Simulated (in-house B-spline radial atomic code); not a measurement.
Ne IV (Ne3+) is squeezed into an impenetrable sphere of radius R (the orbitals vanish at R). All numbers are computed (scalar-relativistic (X2C) Hartree-Fock, spin-polarised, averaged over the determinants with the given up and down occupations; Fermi nucleus of rms radius 3.0055 fm) with an all-electron radial atomic-structure program (B-spline basis), not measured.

Energies in eV above the free ion in [He] 2s2 2p3:

```csv
R (bohr),highest level (eV),[He] 2s2 2p3,[He] 2s1 2p4
7.59,-98.5,0,22.96
5.64,-98.5,0,22.96
4.68,-98.5,3.751e-05,22.96
4.5,-98.5,8.143e-05,22.96
3.52,-98.5,0.00771,22.97
3.03,-98.4,0.0712,23.05
2.78,-98.3,0.2154,23.23
2.28,-97.3,1.84,25.06
1.83,-92.9,11.64,35.25
1.53,-83.8,38.34,61.78
```

**Question.** Does [He] 2s1 2p4 fall below [He] 2s2 2p3 under compression?

**Answer.** No, it stays above over the whole range.
